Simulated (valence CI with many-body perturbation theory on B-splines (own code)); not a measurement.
Results of a calculation; reference values are marked as such.
## A CI+MBPT run for Tb16+

Method: valence CI with perturbative core correlation (CI+MBPT): three valence electrons over a frozen Dirac-Fock core [Kr] 4d10, radial functions for each j: 8 s, 8 p, 9 d, 9 f, 6 g, 3 h, 2 i, with the one-electron correlation potential Σ1 (screened to all orders), the two-electron term Σ2, the three-electron term Σ3, Breit, model QED; selected single and double excitations, second order for the rest (own B-spline code, finite nucleus).

Command, and the settings that its task file holds:

```sh
python run_cv.py task.json out
```

```
atom Tb  Z=65  mass_number=159  rms_radius_fm=5.0600
core [Kr] 4d10
valence 4f3
avg = 1
basis = L
breit = 1
cap = 40000
capref = 1200
cscale = 1
de = 0.0
dress = 0
eps = 2e-08
h = 0.27
hh = 1
l2 = 3
lcore = 6
maxit = 60
n2 = 5
natural = 1
nlev = 60
nno = [5, 5, 6, 7, 5, 3, 2]
nroot = 26
nsp = [3, 3, 3, 2, 1, 0, 0]
pt2 = 1
qed = 1
rpa = 1
s1 = 1
s2 = 1
s3 = 1
screen = 1
tol = 2e-05
```

(1) Roughly how long does this run take on one core of AMD EPYC 7R43 64-Core Processor (Zen 3), and how much memory?

Log. The first blocks belong to the next ion, which gives the ionisation energy. Fields: 2J, parity (1 odd), roots, reference size, generating configurations, candidates as configurations/state functions, variational space P, stored matrix elements, Davidson steps; e2 is the range of second-order energies in hartree. The first line gives the box (bohr), its intervals, the orbitals and the steps of their self-consistent field. Window is the range of levels sought, series limit the energy at which the first omitted orbital would enter, core excitation an estimate of the first excitation out of the core, left out the lowest levels not solved, and shifts from estimates the range by which levels moved from their first estimate, all in cm⁻¹.

```
rmax 8.8 intervals 61 orbitals 82 references ['4f3', '4f2 5s', '4f 5s2', '4f2 5p', '4f 5s 5p'] scf 5 t 2.2
2J=8 par=0 roots 2 ref 27 generators 4 cand 1189/1189 P 769/769 nnz 0 it 0
2J=8 par=0 roots 2 ref 27 generators 7 cand 447/447 P 963/963 nnz 0 it 0
   second order: generators 12 cand 253/253 e2 -0.00000 -0.00000
2J=10 par=0 roots 2 ref 14 generators 4 cand 938/938 P 608/608 nnz 0 it 0
2J=10 par=0 roots 2 ref 14 generators 9 cand 344/344 P 772/772 nnz 0 it 0
   second order: generators 19 cand 180/180 e2 -0.00000 -0.00000
2J=4 par=0 roots 2 ref 41 generators 3 cand 1149/1149 P 853/853 nnz 0 it 0
2J=4 par=0 roots 2 ref 41 generators 8 cand 337/337 P 1032/1032 nnz 0 it 0
   second order: generators 12 cand 158/158 e2 -0.00000 -0.00000
reference levels 696, estimated 65, window 175284 1/cm; series limit 1807877, core excitation 1201117
2J=9 par=1 roots 7 ref 62 generators 4 cand 2760/9667 P 1991/7775 nnz 1.6e+07 it 5
2J=9 par=1 roots 7 ref 62 generators 4 cand 1327/4452 P 2503/9510 nnz 2.4e+07 it 5
   second order: generators 6 cand 2443/9059 e2 -0.00002 -0.00000
2J=11 par=1 roots 5 ref 46 generators 3 cand 2501/8167 P 1737/6601 nnz 1.2e+07 it 4
2J=11 par=1 roots 5 ref 46 generators 3 cand 1363/4108 P 2237/8213 nnz 1.8e+07 it 5
   second order: generators 3 cand 863/2496 e2 -0.00001 -0.00000
2J=13 par=1 roots 3 ref 27 generators 2 cand 2026/6010 P 1502/5061 nnz 7e+06 it 4
2J=13 par=1 roots 3 ref 27 generators 2 cand 1236/3472 P 1950/6412 nnz 1.1e+07 it 5
   second order: generators 3 cand 3378/10204 e2 -0.00001 -0.00000
2J=15 par=1 roots 3 ref 16 generators 3 cand 1418/3721 P 1353/4127 nnz 4.9e+06 it 5
2J=15 par=1 roots 3 ref 16 generators 3 cand 888/2109 P 1634/4911 nnz 6.9e+06 it 5
   second order: generators 3 cand 607/1325 e2 -0.00000 -0.00000
2J=3 par=1 roots 6 ref 60 generators 4 cand 2387/6204 P 1965/5490 nnz 8e+06 it 5
2J=3 par=1 roots 6 ref 60 generators 4 cand 1267/3274 P 2468/6844 nnz 1.2e+07 it 7
   second order: generators 5 cand 2195/5218 e2 -0.00001 -0.00000
2J=5 par=1 roots 7 ref 71 generators 5 cand 4065/11166 P 2040/7324 nnz 1.4e+07 it 5
2J=5 par=1 roots 7 ref 71 generators 6 cand 4235/12007 P 2658/9245 nnz 2.1e+07 it 6
   second order: generators 14 cand 8023/23707 e2 -0.00003 -0.00001
2J=7 par=1 roots 7 ref 72 generators 4 cand 4155/12349 P 1997/7905 nnz 1.6e+07 it 6
...
2J=5 par=0 roots 4 ref 60 generators 10 cand 8326/26510 P 3390/10296 nnz 2e+07 it 6
   second order: generators 24 cand 15921/49634 e2 -0.00004 -0.00002
2J=13 par=0 roots 2 ref 18 generators 2 cand 2319/7115 P 1633/4126 nnz 4.1e+06 it 5
2J=13 par=0 roots 2 ref 18 generators 5 cand 5153/15610 P 2324/6304 nnz 9.1e+06 it 5
   second order: generators 13 cand 12119/38540 e2 -0.00004 -0.00002
2J=1 par=0 roots 3 ref 29 generators 3 cand 2037/3379 P 2155/3494 nnz 2.5e+06 it 5
2J=1 par=0 roots 3 ref 29 generators 10 cand 4922/7923 P 3197/5285 nnz 4.8e+06 it 6
   second order: generators 25 cand 11881/19332 e2 -0.00003 -0.00001
left out: unestimated 292072, estimated none, shifts from estimates -13 to 36
operators 8.4
```

The Davidson iterations converged.

No measured spectrum was set against this ion. As an estimate, terms of the open shell hold to a few per cent of their energy, and close levels can change places. Core correlation moves these levels by up to 38000 cm⁻¹, and in measured spectra 5 to 20 % of such shifts remained as error; rates that hang on mixing are uncertain with them.

| Item | Value |
| --- | --- |
| Valence energy | -43.04403 hartree |
| Ionisation energy | 354.78 eV (NIST: 358 ± 17 eV (theoretical)) |
| Reference configurations for the orbitals | 4f3, 4f2 5s, 4f 5s2, 4f2 5p, 4f 5s 5p |
| Radial orbitals | 82 |
| Box radius | 8.784 bohr |
| Largest variational space | 10606 |
| Lowest levels | 4f3 4I°_9/2 0.0000, 4f3 4I°_11/2 0.7311, 4f3 4I°_13/2 1.458, 4f3 4I°_15/2 2.169, 4f3 4F°_3/2 2.863, 4f3 2H°_9/2 [a] 3.065, 4f3 4F°_5/2 3.307, 4f3 4F°_7/2 3.608, 4f3 4S°_3/2 3.608, 4f3 4F°_9/2 4.084, 4f3 2H°_11/2 [a] 4.279, 4f3 4G°_5/2 4.350, 4f3 2G°_7/2 [a] 4.447, 4f3 2K°_13/2 4.845 eV |

Names give the largest LS component (configuration and term), which can be under half, so a name can repeat, a term be missing and a line seem to break the LS rules; names also repeat where a configuration has a term twice. Letters in brackets count levels of one name in rising energy.

Results:

(1) 3.8 min on 1 thread of AMD EPYC 7R43 64-Core Processor (Zen 3), with other jobs on the host, peak memory 0.66 GiB.
